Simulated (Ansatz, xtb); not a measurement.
Group exchange: C2H7BO + C2H7AlO → BH(CH3)(OH) + C3H9AlO

Species: C2H7BO `CBOC`, singlet; C2H7AlO `C[CH2][AlH][OH]`, singlet; BH(CH3)(OH), singlet; C3H9AlO `C[CH](C)[AlH][OH]`, singlet. The partners trade CH3 for H: O–CH3 and C–H bonds give way to O–H and C–CH3.

Shapes, held fixed at every level: PBE0-D4/def2-TZVP. Flexible molecules stand in one conformer, not always the lowest. Programs: Ansatz 0.2.0, xtb 6.7.1. The zero-point and thermal change to 298 K, harmonic and unscaled (PBE0-D4/def2-TZVP), is +0.3 kJ/mol.

```
               level                    kind  ΔH(298 K) (kJ/mol)  less CCSD(T)/CBS estimate  CPU time (sum over the molecules)
            GFN1-xTB          semi-empirical               -11.0                      +31.7                             0.17 s
    SPW92/def2-TZVPP                     LDA               -40.6                       +2.1                               12 s
   PBE-D4/def2-TZVPP                     GGA               -39.3                       +3.4                               22 s
  PBE0-D4/def2-TZVPP           global hybrid               -41.1                       +1.6                               26 s
  wB97X-V/def2-TZVPP  range-separated hybrid               -37.6                       +5.1                               66 s
        MP2/def2-SVP     perturbation theory               -48.3                       -5.6                                  –
    CCSD(T)/def2-SVP   coupled cluster or CI               -42.0                       +0.7                               35 s
     CCSD/def2-TZVPP   coupled cluster or CI               -40.6                       +2.1                                  –
CCSD(T)/CBS estimate   coupled cluster or CI               -42.7                        0.0                             24 min
```

The highest level, CCSD(T)/CBS estimate, gives ΔH(298 K) = -42.7 kJ/mol; the levels span -48.3 to -11.0. The column of differences is taken from that level and isn't an error. No measured value is set beside it here. The CBS estimate extrapolates MP2 from def2-TZVPP and def2-QZVPP and adds CCSD(T) − MP2 in the triple-zeta set, cores frozen. Times are processor times on shared x86 and Arm servers, and rough.
